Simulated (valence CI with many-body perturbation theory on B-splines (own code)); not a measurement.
# Level structure of Dy LII

Computed by valence CI with perturbative core correlation (CI+MBPT): five valence electrons over a frozen Dirac-Fock core [Ne], a basis of 11 s, 11 p, 10 d, 8 f, 5 g, 2 h functions for each j, with the one-electron correlation potential Σ1, the two-electron term Σ2, the three-electron term Σ3, Breit, model QED; selected CI, second order for the rest, scaled by the run's own slope (own B-spline code, finite nucleus).

The last digits are not significant, and no measured levels were compared; by estimate large intervals hold to a few tenths of a per cent, small ones and those within an open d or f shell to about a per cent. Among the levels kept, up to 3200 cm⁻¹ of a level comes from second order outside the variational space, and about a tenth of that is noise between levels of different J, which matters for small intervals.

Levels 136 to 166 of 166, with energies above the lowest level, (3s^2 3p1/2^2 3p3/2) J=3/2. "Leading %" is the weight of the configuration and term that name the level; weights of strongly mixed levels are sums over their largest components and can fall short, so below about 35 % the name and the second component can differ from the true leading terms, or belong to a minority configuration. In the jj column 3d3/2^4 stands for four electrons in 3d with j = 3/2. Lifetimes count E1, E2, E3, M1 and M2 decay at the calculated energies, and are blank where another channel may lead or the interval is too uncertain; long ones can be off by a factor of two.

```tsv
No.	Configuration	Term	J	E (eV)	Leading %	Lifetime	Leading jj
136	3s2 3p 3d2	4F°	7/2	869.20	28	503 fs	3s^2 3p3/2 3d3/2 3d5/2 (77 %)
137	3s 3p2 3d2	2F	7/2	871.18	22	3.42 ps	3s 3p1/2^2 3d5/2^2 (90 %)
138	3s2 3p 3d2	4D°	5/2	875.00	45	688 fs	3s^2 3p3/2 3d3/2 3d5/2 (85 %)
139	3s2 3p 3d2	4D°	3/2	875.04	32	556 fs	3s^2 3p3/2 3d3/2 3d5/2 (77 %)
140	3s2 3p 3d2	4P°	5/2	875.70	35	583 fs	3s^2 3p3/2 3d3/2 3d5/2 (83 %)
141	3s2 3p 3d2	2F°	7/2	876.26	32	846 fs	3s^2 3p3/2 3d3/2 3d5/2 (88 %)
142	3s 3p2 3d2	2D	3/2	876.76	21	2.97 ps	3s 3p1/2^2 3d5/2^2 (88 %)
143	3s2 3p 3d2	2S°	1/2	878.22	32	459 fs	3s^2 3p3/2 3d3/2 3d5/2 (71 %)
144	3s2 3p 3d2	2G°	7/2	892.54	37	587 fs	3s^2 3p3/2 3d3/2 3d5/2 (79 %)
145	3s 3p2 3d2	4P	1/2	893.34	43	2.52 ps	3s 3p1/2^2 3d5/2^2 (89 %)
146	3s2 3p 3d2	2D°	5/2	897.57	36	480 fs	3s^2 3p3/2 3d3/2 3d5/2 (65 %)
147	3s2 3p 3d2	2G°	9/2	900.43	72	640 fs	3s^2 3p3/2 3d3/2 3d5/2 (88 %)
148	3p4 3d	4D	3/2	901.77	20	3.07 ps	3p1/2^2 3p3/2^2 3d3/2 (54 %)
149	3s2 3p 3d2	2D°	3/2	902.28	27	520 fs	3s^2 3p3/2 3d3/2 3d5/2 (80 %)
150	3s2 3p 3d2	2D°	5/2	904.25	53	1.31 ps	3s^2 3p3/2 3d5/2^2 (55 %)
151	3s2 3p 3d2	2H°	11/2	905.08	55	4.65 ps	3s^2 3p3/2 3d5/2^2 (85 %)
152	3s2 3p 3d2	2D°	3/2	905.88	25	429 fs	3s^2 3p3/2 3d3/2 3d5/2 (78 %)
153	3s2 3p 3d2	2P°	1/2	909.64	70	675 fs	3s^2 3p3/2 3d3/2 3d5/2 (75 %)
154	3s2 3p 3d2	2F°	7/2	911.72	48	4.72 ps	3s^2 3p3/2 3d5/2^2 (89 %)
155	3s2 3p 3d2	2F°	5/2	911.97	61	947 fs	3s^2 3p3/2 3d3/2 3d5/2 (67 %)
156	3p4 3d	4D	5/2	913.61	23	1.98 ps	3p1/2^2 3p3/2^2 3d3/2 (49 %)
157	3s 3p2 3d2	6F	1/2	914.90	31	2.44 ps	3s 3p1/2 3p3/2 3d3/2^2 (61 %)
158	3s2 3p 3d2	4F°	9/2	916.67	46	2.24 ps	3s^2 3p3/2 3d5/2^2 (90 %)
159	3p4 3d	2F	7/2	921.89	25	1.00 ps	3p1/2^2 3p3/2^2 3d3/2 (78 %)
160	3s 3p2 3d2	6F	3/2	925.02	31	1.42 ps	3s 3p1/2 3p3/2 3d3/2^2 (67 %)
161	3s 3p2 3d2	6F	1/2	926.08	32	1.22 ps	3p1/2^2 3p3/2^2 3d3/2 (44 %)
162	3s 3p2 3d2	6G	5/2	927.91	23	1.14 ps	3s 3p1/2 3p3/2 3d3/2^2 (57 %)
163	3s2 3p 3d2	2P°	1/2	929.94	70	1.45 ps	3s^2 3p3/2 3d5/2^2 (75 %)
164	3s 3p2 3d2	6G	7/2	930.52	29	3.42 ps	3s 3p1/2 3p3/2 3d3/2^2 (85 %)
165	3p4 3d	2D	3/2	936.34	42	1.10 ps	3p1/2^2 3p3/2^2 3d3/2 (75 %)
166	3s 3p2 3d2	2G	9/2	940.97	19	3.78 ps	3s 3p1/2 3p3/2 3d3/2^2 (85 %)
```

Where two levels of one J and parity lie close, their mixing, g and order are uncertain.
